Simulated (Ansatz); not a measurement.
One change: `C=C[SiH](O)[GeH2][OH]` becomes `C=C[SiH](O)O[SiH2]O`.

Ansatz, PBE0-D4/def2-TZVP geometries, multiplicity 1. Each molecule was computed in one conformer, which needn't be the lowest.

Scalar relativity is left out up to krypton.

```csv
property,`C=C[SiH](O)[GeH2][OH]`
HOMO–LUMO gap (B3LYP/def2-TZVPP) / eV,6.60
LUMO energy (PBE/def2-TZVPP) / eV,-1.76
size of the dipole moment (ωB97M-V/def2-TZVPP) / D,2.12
HOMO–LUMO gap (PBE/def2-TZVPP) / eV,4.88
HOMO energy (PBE/def2-TZVPP) / eV,-6.64
LUMO energy (ωB97M-V/def2-TZVPP) / eV,1.04
```

Problem. What does the change do to each property? (Estimate.)

Solution. Computed: 
| property | `C=C[SiH](O)O[SiH2]O` | shift |
| --- | --- | --- |
| HOMO–LUMO gap (B3LYP/def2-TZVPP) / eV | 7.01 | 0.41 |
| LUMO energy (PBE/def2-TZVPP) / eV | -1.74 | 0.02 |
| size of the dipole moment (ωB97M-V/def2-TZVPP) / D | 1.51 | -0.61 |
| HOMO–LUMO gap (PBE/def2-TZVPP) / eV | 5.19 | 0.31 |
| HOMO energy (PBE/def2-TZVPP) / eV | -6.92 | -0.28 |
| LUMO energy (ωB97M-V/def2-TZVPP) / eV | 1.27 | 0.23 |

With PBE0 the HOMO falls by 0.37 eV and the LUMO rises by 0.08 eV, so the gap widens by about 0.45 eV. PBE moves the HOMO by -0.28 eV and ωB97M-V by -0.54 eV. Dipoles are sizes alone; their direction can turn.

B3LYP here is the variant with VWN-RPA as its local correlation; programs differ in this.
